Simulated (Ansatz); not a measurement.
`[Br][Cd][Br]` + silanol → `[SiH3][O][Cd][Br]` + HBr at 298.15 K and 1 bar (ligand exchange at a Cd–Br bond).

Program: Ansatz. Geometries: PBE0-D4/def2-TZVP. ΔE: electronic, gas phase. CCSD(T)/CBS is the MP2 limit (def2-TZVPP, def2-QZVPP) plus CCSD(T) − MP2 in def2-TZVPP, frozen cores. def2 core potentials past Kr. For Br, Cd outer-core shells are correlated without core-valence functions, which leaves a few kJ/mol of doubt a bond. Scalar relativity is left out up to krypton. One conformer a species, not always the lowest.

| species | CCSD(T)/CBS energy (Eh) | H − E (kJ/mol) | S (J/(mol·K)) |
| --- | --- | --- | --- |
| `[Br][Cd][Br]` | -5314.45893 | 19.3 | 309.5 |
| `O[SiH3]` | -366.69042 | 113.6 | 257.8 |
| `[SiH3][O][Cd][Br]` | -3107.18482 | 98.6 | 378.9 |
| HBr | -2573.91920 | 24.6 | 198.6 |

H − E and S are ideal-gas, rigid-rotor, harmonic terms from PBE0-D4/def2-TZVP, for one conformer and one mirror image of each species. 1 Eh = 2625.50 kJ/mol, R = 8.31446 J/(mol·K).

Question: By hand: ΔE, ΔH, ΔS and ΔG.

Answer: ΔE = (-3107.18482) + (-2573.91920) − (-5314.45893) − (-366.69042) = 0.04533 Eh = 119.0 kJ/mol. Δ(H − E) = 98.6 + 24.6 − 19.3 − 113.6 = -9.7, so ΔH = 109.3 kJ/mol. ΔS = 378.9 + 198.6 − 309.5 − 257.8 = 10.2 J/(mol·K). ΔG = 109.3 − 298.15 × (10.2)/1000 = 106.3 kJ/mol.

Question: By hand: the equilibrium constant, and the temperature at which ΔG would vanish if ΔH and ΔS stayed fixed.

Answer: log₁₀ K = −ΔG/(RT ln 10) = -18.6. ΔG = 0 at ΔH/ΔS = 10716 K, far beyond where these terms or the molecules hold.

The number of gas molecules stays the same, so ΔS is small and ΔH decides. A doubt of 5 kJ/mol in ΔE shifts log₁₀ K by 0.9 here. Other conformers and mirror images would add mixing entropy, several J/(mol·K) or more a flexible species. Modes under 60 cm⁻¹, often nearly free rotors, make the harmonic entropy too high. These are equilibria of isolated gas molecules and say nothing of rates. Largest T1 diagnostic: 0.013 (customary marks: 0.02 for closed shells, 0.045 for open ones).
